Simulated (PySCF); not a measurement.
SiMe2(NHiPr)2, C8H22N2Si.
Structure used (PBE0-D3(BJ)/def2-SVP), in Å, numbered top down from 1:
```
atom  x, y, z in Å
Si1    0.5642    0.6004    0.3835
C2     0.3177    0.5380    2.2466
H3     0.4090    1.5574    2.6539
H4     1.0793   -0.0873    2.7362
H5    -0.6710    0.1448    2.5243
C6     2.3719    1.0244    0.0638
H7     2.5921    1.0730   -1.0146
H8     3.0320    0.2584    0.5014
H9     2.6445    1.9912    0.5176
N10   -0.3261    1.8842   -0.3777
C11   -1.7525    2.0713   -0.5774
C12   -2.5585    1.3754    0.5095
C13   -2.2042    1.6173   -1.9657
H14    0.2330    2.5010   -0.9564
H15   -1.9687    3.1551   -0.5016
H16   -2.3610    0.2908    0.4974
H17   -3.6361    1.5277    0.3499
H18   -2.2993    1.7640    1.5049
H19   -2.0966    0.5252   -2.0691
H20   -3.2604    1.8714   -2.1509
H21   -1.5984    2.0941   -2.7522
N22    0.0253   -0.8881   -0.3667
C23    0.5098   -2.2523   -0.2462
C24    0.8959   -2.5890    1.1857
C25    1.6639   -2.5448   -1.2049
H26   -0.3153   -0.7021   -1.3059
H27   -0.3238   -2.9289   -0.5181
H28    1.7647   -1.9960    1.5150
H29    1.1742   -3.6499    1.2689
H30    0.0648   -2.3921    1.8779
H31    2.5385   -1.9205   -0.9600
H32    1.9709   -3.6022   -1.1597
H33    1.3762   -2.3237   -2.2450
```

Level of theory: TDDFT PBE0/def2-SVPD, vertical, gas phase, core orbitals frozen in the response in PySCF.

Kohn–Sham orbitals with the atoms that hold most of them (Löwdin shares over 4%, at most four atoms; ? is withheld):

```tsv
orbital	ε (eV)	atoms
HOMO-3	-8.88	C6 14%, C11 11%, Si1 10%, N10 8%
HOMO-2	-8.47	C2 27%, Si1 17%, C6 16%, N22 5%
HOMO-1	-6.44	?
HOMO	-6.33	?
LUMO	0.42	Si1 9%, C13 8%, C25 6%, C6 6%
LUMO+1	0.95	H14 10%, H27 8%, H15 8%, C23 7%
LUMO+2	1.05	C13 11%, C6 8%, H8 8%, H28 7%
```

Q: Which atoms hold the HOMO-1, and with what shares?

A: N10 (bonded to C, Si and H) 57%; C11 (bonded to 2 C, N and H) 9%; C13 (bonded to C and 3 H) 7%; Si1 (bonded to 2 C and 2 N) 6%. By element: nitrogen 57% or more, carbon 16% or more, silicon 6%.

Q: Which atoms hold the HOMO, and with what shares?

A: N22 (bonded to C, Si and H) 54%; C23 (bonded to 2 C, N and H) 8%; C6 (bonded to Si and 3 H) 7%; Si1 (bonded to 2 C and 2 N) 7%. By element: nitrogen 54% or more, carbon 15% or more, silicon 7%.

Q: How does S1 compare with the orbital gap of 6.75 eV?

A: S1 is at 5.68 eV (f = 0.025), 1.07 eV below the gap, made of HOMO→LUMO (87%). 

Q: Give energy, strength and leading configuration of S1, S2 and S4, and follow the Löwdin shares of the leading atoms from the occupied to the empty orbital.

A: 
- S1 (5.68 eV, f 0.025), HOMO→LUMO (87%): N22 54% → at most 6%, C23 8% → at most 6%, Si1 7% → 9%, C13 at most 7% → 8%
- S2 (5.78 eV, f 0.025), HOMO-1→LUMO (83%): N10 57% → at most 6%, C11 9% → at most 6%, Si1 6% → 9%, C13 7% → 8%
- S4 (6.38 eV, f 0.0027), HOMO-1→LUMO+1 (74%): N10 57% → at most 8%, C11 9% → at most 8%, H14 at most 7% → 10%, H27 at most 7% → 8%

One conformer stands for the species.

Without π bonds the low states may be Rydberg-like; a valence basis with one diffuse set may place them up to an eV too high.
